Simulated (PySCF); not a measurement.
# Telling isomers of C$_{2}$H$_{8}$O$_{2}$Si$_{3}$ apart by NMR

Relativity neglected, no solvent, averaged over atoms made equivalent by symmetry, fast rotation or ring inversion, a single conformation. GFN2-xTB geometry; shieldings: GIAO PBE0/pcSseg-1; PySCF.

δ = σ(ref) − σ, references computed at the same level: 1H (σ = 31.72 ppm), 13C (σ = 186.93 ppm) vs TMS. Where no couplings were computed, multiplicities follow the n + 1 count of equivalent neighbours, and m marks all less simple cases (inequivalent or close neighbours, rings, F or P nearby). Shifts are as computed. Against solution values, carbons near 30 ppm lie about +3 ppm off and those near 130 ppm about +5 ppm. Of 1211 compounds with measured shifts, 218 miss one by over three times the rms of a fit or turn the order of signals round; such compounds aren't used in these exercises. OH and NH positions are gas-phase values without hydrogen bonding to other molecules.

(1) Tabulate the signals of `C#C[SiH](O[SiH3])O[SiH3]`, `O[Si@@H](C#C[SiH3])O[SiH3]`, `C#C[SiH2]O[SiH2][SiH2]O`, `C#C[SiH2][Si](O)(O)[SiH3]` and their relative energies.

(2) What is the quickest way to tell C#C[SiH2]O[SiH2][SiH2]O from C#C[SiH2][Si](O)(O)[SiH3]?

(3) What is the quickest way to tell O[Si@@H](C#C[SiH3])O[SiH3] from C#C[SiH2][Si](O)(O)[SiH3]?

(4) What is the quickest way to tell C#C[SiH](O[SiH3])O[SiH3] from O[Si@@H](C#C[SiH3])O[SiH3]?

## Answers

(1) 
```json
{"SMILES": "C#C[SiH](O[SiH3])O[SiH3]", "carbon types": "1×C 1×CH", "δC": "96.9, 89.9", "δH": "5.26 (s, 6H), 4.61 (d, 1H), 1.73 (d, 1H)", "E rel. (kcal/mol)": "0.0"}
{"SMILES": "O[Si@@H](C#C[SiH3])O[SiH3]", "carbon types": "2×C", "δC": "120.8, 106.0", "δH": "5.18 (s, 3H), 4.51 (s, 1H), 4.23 (s, 3H), 2.31 (br s, 1H)", "E rel. (kcal/mol)": "10.6"}
{"SMILES": "C#C[SiH2]O[SiH2][SiH2]O", "carbon types": "1×C 1×CH", "δC": "102.7, 88.8", "δH": "5.68 (m, 2H), 5.64 (m, 2H), 5.03 (d, 2H), 2.01 (t, 1H), 0.17 (br s, 1H)", "E rel. (kcal/mol)": "31.3"}
{"SMILES": "C#C[SiH2][Si](O)(O)[SiH3]", "carbon types": "1×C 1×CH", "δC": "105.2, 84.8", "δH": "4.23 (d, 2H), 3.33 (s, 3H), 1.83 (t, 1H), 1.44 (br s, 2H)", "E rel. (kcal/mol)": "44.2"}
```

Energies are electronic energies at PBE0/pcSseg-1 on these geometries, without zero-point or thermal terms, each for the one conformer computed, which needn't be the lowest.

(2) Both give the same number of carbon signals, with the same numbers of each carbon type, so the positions decide. The first has an alkyne carbon (C) at 88.8 ppm, the second an alkyne carbon (C) at 84.8 ppm. Their most deshielded carbons lie at 102.7 and 105.2 ppm. In the proton spectra the most deshielded non-exchanging signals are 5.68 (m, 2H) and 4.23 (d, 2H).

(3) Both give the same number of carbon signals, but DEPT or the intensities differ. The first has an alkyne carbon (C) at 120.8 ppm, the second a terminal alkyne carbon (CH) at 105.2 ppm. In the proton spectra the most deshielded non-exchanging signals are 5.18 (s, 3H) and 4.23 (d, 2H).

(4) Both give the same number of carbon signals, but DEPT or the intensities differ. The first has a terminal alkyne carbon (CH) at 96.9 ppm, the second an alkyne carbon (C) at 120.8 ppm.
